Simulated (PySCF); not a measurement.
## How methods differ on the ionisation energy of Tm⁶⁶⁺

Tm⁶⁶⁺ [He] 2s1 [2s1/2^1, M_J = 1/2] → Tm⁶⁷⁺ 1s2, as a difference of total energies. All numbers are calculated (PySCF 2.14, the two-component X2C-1e Hamiltonian, in an even-tempered Gaussian basis (16 s from 51 bohr⁻², ratio 2.4; 13 p from 66 bohr⁻², ratio 2.4; 5 d from 200 bohr⁻², ratio 2.6; 4 f from 310 bohr⁻², ratio 2.6)). Correlated levels: nothing frozen; the 28 highest virtual spinors dropped. "Screened" scales the spin-orbit matrix elements by Boettger's factors to mimic the two-electron term; Breit and QED terms are absent.

| method | ionisation energy (eV) | difference from reference (eV) |
| --- | --- | --- |
| GHF (screened spin-orbit) | 16834.8 | +20.5 |
| GMP2 (screened spin-orbit) | 16835.0 | +20.7 |

Reference: 16814.34 ± 0.14 eV (theoretical estimate listed by NIST; NIST Atomic Spectra Database, ionization energies).

For this ion Breit and QED terms and the two-electron picture change, all absent here, outweigh the correlation shift from GHF to GMP2.
